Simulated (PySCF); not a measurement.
How ionic is MRh along the halogens?

r²SCAN in PySCF with def2-TZVPP on every atom (core potentials on Rh, I), for the lowest determinant that a PBE0 search found; no spin–orbit coupling. A negative dipole means M(+)Rh(−).

```json
{"M": "F", "state (unpaired electrons)": "triplet (σ ↑, δ ↑)", "Re (Å)": "1.921", "μ (D)": "4.36"}
{"M": "Cl", "state (unpaired electrons)": "triplet (σ ↑, δ ↑)", "Re (Å)": "2.244", "μ (D)": "4.66"}
{"M": "Br", "state (unpaired electrons)": "triplet (σ ↑, δ ↑)", "Re (Å)": "2.377", "μ (D)": "4.62"}
{"M": "I", "state (unpaired electrons)": "triplet (σ ↑, δ ↑)", "Re (Å)": "2.541", "μ (D)": "4.36"}
```

Question: Give the ionic character |μ|/(e·Re) of each, with 1 e·Å = 4.803 D, and the positive end.

Answer: RhF 47 % (Rh positive), RhCl 43 % (Rh positive), RhBr 40 % (Rh positive), RhI 36 % (Rh positive). Lone pairs and polarisation enter μ too, so this number is only a rough measure of charge transfer.

Spin–orbit coupling is left out. The state is the lowest single determinant that the PBE0 search found; with open d or f shells the true ground state can be another one.
